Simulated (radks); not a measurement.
Values are calculated unless marked as measured or tabulated.
Q: Radial electron density D(r) = 4 pi r^2 rho(r) of an atom or ion with 4 electrons. Level of theory: non-relativistic Kohn-Sham, LDA (Slater exchange, Perdew-Wang correlation), spin-unpolarised, spherical densities, point nucleus (a radial shooting solver on a logarithmic mesh with Libxc functionals).

r (bohr)  D(r) (e/bohr)
0.001663          5.409
0.002015          7.585
0.002422          10.39
0.002935          14.27
0.003556          19.32
0.004309          25.70
0.005221          33.48
0.006326          42.52
0.007665          52.34
0.009287          62.02
0.01125           70.17
0.01363           75.00
0.01639           74.92
0.01986           68.88
0.02406           57.24
0.02916           42.47
0.03533           28.67
0.0428            19.97
0.05186           18.17
0.06284           21.26
0.07614           24.37
0.09226           23.17
0.1118            17.10
0.1344            9.686
0.1628            3.834
0.1973            1.018
0.239            0.1684
0.2896          0.01581

What is the nuclear charge?

A: Z = 65. The innermost maximum, from 1s, lies near 1/Z = 0.0154 bohr (found: 0.0149), and its height grows with Z. The density is that of the terbium ion Tb61+ in [He] 2s2; the configuration itself is not fixed sharply by these data, and Z only to a few units. D(r) has 2 maxima, at r = 0.0149, 0.0805 bohr, and minima at 0.0494 bohr, inside which lie 2.07 electrons.
